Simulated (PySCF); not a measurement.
CH6FNOSi2. Atoms are numbered in the order given.

```xyz
12

N      2.3613     0.3031    -0.2641
Si     1.0306    -0.6427     0.2945
O      0.0012    -1.4420    -0.8441
C     -1.2077    -0.6597    -0.9992
Si    -1.0348     0.4248     0.5864
F     -1.2376     2.0522     0.3977
H      2.2262     1.1460    -0.8257
H      3.2820    -0.1131    -0.4203
H      1.6370    -1.6872     1.1846
H     -1.2034    -0.0755    -1.9482
H     -2.0921    -1.3336    -1.0239
H     -1.9445     0.0165     1.7176
```

The structure is a stationary point at PBE-D3(BJ)/def2-SVP. The structure was generated by enumeration; whether it is a known compound was not checked. The values are those of a single conformer.

Method: PBE-D3(BJ)/def2-SVP run with PySCF 2.14.0.

Frequencies are harmonic and unscaled.

Question: Estimate the vibrational spectrum. (An estimate is asked for; the answer gives what the named calculation found.)

Answer: 
| mode | ν (cm⁻¹) | IR (km/mol) | moving atoms (share of kinetic energy) |
|---|---|---|---|
| 1 | 53 | 6.9 | O 24 %, F 24 %, H 18 %, C 17 %, N 9 %, Si 8 % |
| 2 | 86 | 2.9 | N 38 %, F 25 %, H 23 %, O 8 % |
| 3 | 199 | 3.3 | Si 30 %, F 28 %, H 24 % |
| 4 | 218 | 7.4 | Si 25 %, H 22 %, F 17 %, C 16 %, N 13 % |
| 5 | 282 | 13.7 | Si 27 %, H 26 %, O 23 %, F 12 % |
| 6 | 310 | 96.5 | H 76 %, Si 10 %, N 10 % |
| 7 | 356 | 70.7 | H 60 %, N 18 %, Si 17 % |
| 8 | 392 | 21.3 | Si 51 %, H 16 %, O 14 % |
| 9 | 423 | 37.7 | Si 43 %, H 31 %, O 13 % |
| 10 | 589 | 6.5 | H 74 %, C 13 %, Si 8 % |
| 11 | 622 | 16.6 | H 87 % |
| 12 | 667 | 29.0 | C 32 %, H 23 %, Si 22 %, O 21 % |
| 13 | 714 | 78.7 | O 33 %, Si 26 %, H 20 %, C 15 % |
| 14 | 749 | 87.5 | H 78 %, C 11 % |
| 15 | 787 | 5.5 | H 71 %, F 19 % |
| 16 | 808 | 56.1 | H 70 %, Si 13 % |
| 17 | 859 | 52.5 | Si 35 %, N 29 %, H 23 %, F 10 % |
| 18 | 872 | 142.6 | H 45 %, Si 25 %, F 18 %, N 10 % |
| 19 | 914 | 189.6 | H 44 %, Si 34 %, N 14 % |
| 20 | 982 | 105.7 | O 48 %, C 47 % |
| 21 | 1152 | 1.5 | H 90 % |
| 22 | 1195 | 3.8 | H 74 %, C 20 % |
| 23 | 1408 | 0.8 | H 94 % |
| 24 | 1486 | 41.4 | H 89 %, N 11 % |
| 25 | 2138 | 144.5 | H 97 % |
| 26 | 2181 | 132.1 | H 97 % |
| 27 | 2945 | 42.6 | H 95 % |
| 28 | 3008 | 16.5 | H 90 %, C 10 % |
| 29 | 3496 | 29.8 | H 96 % |
| 30 | 3597 | 31.2 | H 91 %, N 9 % |
